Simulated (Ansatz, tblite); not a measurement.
Removing and adding an electron: dimethylphenylsulfonium tetrafluoroborate (C₈H₁₁BF₄S). The state is a singlet with charge 0. Geometry: PBE-D4/def2-SVP. Ansatz, gas phase; energy differences of separate SCF runs; the oxidised species was run as a doublet alone; the reduced species was run as a doublet alone.

```tsv
atom	x (Å)	y (Å)	z (Å)
C1	1.497	1.117	-1.400
S2	0.334	-0.256	-1.188
C3	-0.883	0.146	-2.486
C4	-0.597	0.130	0.298
C5	-0.620	-0.898	1.255
C6	-1.349	-0.688	2.434
C7	-2.022	0.525	2.648
C8	-1.974	1.546	1.683
C9	-1.258	1.353	0.494
H10	2.136	1.067	-0.502
H11	2.103	0.849	-2.285
H12	0.965	2.079	-1.519
H13	-0.371	-0.001	-3.456
H14	-1.706	-0.586	-2.390
H15	-1.267	1.179	-2.399
H16	-0.045	-1.820	1.070
H17	-1.379	-1.480	3.197
H18	-2.585	0.683	3.580
H19	-2.494	2.499	1.857
H20	-1.219	2.155	-0.259
F21	1.479	-2.848	-0.062
B22	2.579	-1.958	-0.129
F23	2.168	-0.751	0.588
F24	3.715	-2.478	0.446
F25	2.793	-1.564	-1.476
```

The xTB rows come from tblite. HOMO above LUMO, or a gap near zero within one spin, warns that the state may not be the lowest or that an electron is smeared out.

| level | −HOMO (eV) | vertical IE (eV) | −LUMO (eV) | vertical EA (eV) | HOMO–LUMO gap (eV) | IE − EA (eV) | remarks |
| --- | --- | --- | --- | --- | --- | --- | --- |
| GFN1-xTB | 11.62 | 14.70 | 8.83 | 6.22 | 2.78 | 8.48 | – |
| GFN2-xTB | 11.26 | 14.01 | 7.81 | 5.24 | 3.45 | 8.77 | – |
| PBE-D4/def2-SVP | 6.35 | 9.16 | 2.62 | 0.25 | 3.74 | 8.91 | HOMO above zero (-1 doublet), gap within one spin near zero (+1 doublet) |
| PBE0-D4/def2-SVP | 8.18 | 9.87 | 1.79 | 0.20 | 6.39 | 9.68 | HOMO above zero (-1 doublet) |

Relaxing the reduced species (PBE-D4/def2-SVP) changes its energy by -0.83 eV at PBE-D4/def2-SVP, so the adiabatic electron affinity to this nearest minimum is 1.08 eV. On the way the bond C1–S2 breaks. At PBE0-D4/def2-SVP it is 1.19 eV.     A HOMO above zero means that the electron is unbound at that level or that self-interaction error raises the level; the energy of removing that electron tells which. Raw xTB energy differences between charge states are shifted by several eV; the methods need an empirical correction for them. Sets without diffuse functions give affinities that are too small.
